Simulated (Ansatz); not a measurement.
Fe₆⁺, relaxed as a multiplicity 18 with UKS PBE-D4/def2-SVP in Ansatz, starting from the GFN2-xTB geometry. Force threshold 0.02 eV/Å.

The charge 1 multiplicity 18 is spin-contaminated (final ⟨S²⟩ up to 81.34, 80.75 for a pure state). An occupied level of the charge 1 multiplicity 18 lies above an empty one of the other spin, so a lower spin may lie lower. The relaxation made no stability test and no search for a lower SCF solution. No other spin state of charge 1 was run. The structure comes from a short search, and lower isomers may exist.

Start:

```xyz
6

Fe   -1.1545    1.0613   -0.6524
Fe    0.7305   -0.0424   -1.3888
Fe   -1.5249   -2.0933   -0.7060
Fe    1.5317    2.0840    0.7235
Fe    1.1403   -1.0748    0.6348
Fe   -0.7231    0.0653    1.3890
```

Estimate the energy that the relaxation releases and the steps that it takes.

4.92 eV, in 9 steps; 1.8 min on 4 threads of Arm Neoverse V1 on a shared host. No frequencies were taken in this run, so the end may be a saddle point.

Does the start keep its bonding?

By distances, no bond broke or formed. The bond that changes most is Fe2–Fe3, from 3.12 to 2.27 Å (atoms count from 1).

Predict the relaxed structure.


```tsv
atom	x (Å)	y (Å)	z (Å)
Fe1	-1.141	1.250	-0.647
Fe2	0.634	-0.048	-1.209
Fe3	-0.952	-1.480	-0.439
Fe4	0.951	1.483	0.438
Fe5	1.139	-1.253	0.646
Fe6	-0.631	0.048	1.210
```
Bond lengths (bridged metal pairs left out): 13 × Fe–Fe 2.27 to 2.75 Å.
